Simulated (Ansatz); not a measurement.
The cluster Si6O⁺: single points at one geometry.

```yaml
crystal:
  periodic: [false, false, false]
  atoms:
    - {symbol: O, position_ang: [-0.703240, -0.579700, -1.914131]}
    - {symbol: Si, position_ang: [1.342316, 1.116508, 1.417490]}
    - {symbol: Si, position_ang: [-0.474272, -0.401170, 1.178017]}
    - {symbol: Si, position_ang: [-1.140040, -1.789420, -0.852076]}
    - {symbol: Si, position_ang: [-0.377035, 1.724000, 0.068071]}
    - {symbol: Si, position_ang: [1.415780, -1.018153, 2.376878]}
    - {symbol: Si, position_ang: [-0.063508, 0.947935, -2.274257]}
basis:
  gaussian: {orbitals: STO-3G}
total_charge: 1
magnetization: {spin_polarized: true, initial_magnetization: 1}
hamiltonian: {xc: hf}
scf: {omitted_lower_state_checks: [starts]}
output: {orbitals: {seedname: orbitals}}
```

The file start.molden holds the orbitals of an earlier run on this structure, at another level or in another basis.

```sh
$ ansatz run in.yaml --threads 4 --pin off --events-out ev --progress --plain --max-ram 4787MiB
```

It prints (some lines left out):

```
Functional definition: HF
660 factors; integrals over basis functions are off by at most 3.3e-5 eV
mean field evaluation 1: about -48627.0950 eV, gradient 2.3e1 eV
mean field evaluation 2: about -48627.2006 eV, gradient 2.3e1 eV
mean field evaluation 4: about -48631.7294 eV, gradient 2.4e0 eV
mean field evaluation 8: about -48632.1314 eV, gradient 8.4e-1 eV
mean field evaluation 16: about -48632.3593 eV, gradient 1.9e-2 eV
mean field -48632.35929832 eV, -1787.2062400162 hartree, gradient 2.6e-5 eV, S^2 1.493924; 0 other end points of the search recorded, 0 dependent functions left out
reference -48632.35929832 eV, -1787.2062400162 hartree; 46, 45 occupied and 13, 14 virtual orbitals, 660 factors
Total energy: -48632.35929832 eV, -1787.2062400162 hartree
Checks for a lower state left out: starts
```

It took 0.6 s on 4 threads of Arm Neoverse V2 on a shared host.

The first input with `gaussian: {orbitals: def2-TZVP, initial_orbitals: start.molden}`, `hamiltonian: {xc: pbe, dispersion: d4}`, `output: {forces: true, orbitals: {seedname: orbitals}}` (abridged; 7.5 s):

```
Functional definition: PBE
mean field -49280.89475780 eV, -1811.0394785591 hartree, gradient 2.1e-5 eV, S^2 0.767470
Total energy: -49281.45210274 eV, -1811.0599606076 hartree
Atom 0 force     0.011859    -0.022135    -0.083895 eV/Å
Atom 1 force     0.098737     0.061863    -0.006570 eV/Å
Atom 2 force    -0.126515    -0.060367    -0.021313 eV/Å
Atom 3 force     0.099640     0.254469    -0.047129 eV/Å
Atom 4 force    -0.050874     0.023869    -0.039712 eV/Å
Atom 5 force     0.040963    -0.046006     0.019408 eV/Å
Atom 6 force    -0.073810    -0.211693     0.179210 eV/Å
Dipole moment:    -0.041630    -0.077607    -0.148624 e Å
Checks for a lower state left out: starts
```

The first input with `gaussian: {orbitals: def2-SVP, initial_orbitals: start.molden}`, `hamiltonian: {xc: pbe0, dispersion: d4}` (abridged; 4.3 s):

```
Functional definition: PBE0
mean field -49265.25426496 eV, -1810.4647010486 hartree, gradient 1.5e-5 eV, S^2 0.802033
Total energy: -49265.73999743 eV, -1810.4825513878 hartree
Checks for a lower state left out: starts
```

First input, but with `gaussian: {orbitals: def2-TZVP, initial_orbitals: start.molden}`, `hamiltonian: {xc: pbe0, dispersion: d4}` (abridged; 19 s):

```
Functional definition: PBE0
mean field -49284.22109663 eV, -1811.1617192563 hartree, gradient 1.8e-5 eV, S^2 0.805625
Total energy: -49284.70683263 eV, -1811.1795697250 hartree
Checks for a lower state left out: starts
```

Geometry: r2SCAN-D4/def2-SVP.

At HF/STO-3G the charge 1 doublet is spin-contaminated (final ⟨S²⟩ up to 1.49, 0.75 for a pure state). Another isomer (doublet) lies 0.45 eV lower at PBE0-D4/def2-TZVP; other spin states weren't run for this one.
